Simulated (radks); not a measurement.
Problem. These are the eigenvalues of the occupied orbitals of an atom or ion with whole-number occupations (eV). Calculated with a radial shooting solver on a logarithmic mesh with Libxc functionals: Dirac Kohn-Sham, BLYP, spin-unpolarised, spherical densities, finite nucleus; Fermi nuclear charge, rms radius of each element as measured or else 0.836 A^(1/3) + 0.57 fm.

1s1/2: -11855.87
2s1/2: -1623.857
2p1/2: -1465.816
2p3/2: -1429.211
3s1/2: -318.7624
3p1/2: -265.2677
3p3/2: -259.9102
3d3/2: -168.0244
3d5/2: -167.1720

Which element is it, and in what charge state? The configuration may be excited.

Solution. Z = 33, arsenic, charge +7: As7+ in [Ar] 3d(3/2: 4, 5/2: 4). The list shows which subshells hold electrons but not how many an open one holds; the 1s level, -435.7 hartree, gives Z - s = 29.5 by -(Z - s)^2/2, which with screening and relativity narrows Z to a few neighbours, and the depths of the outer levels then fix element, charge and occupations together.
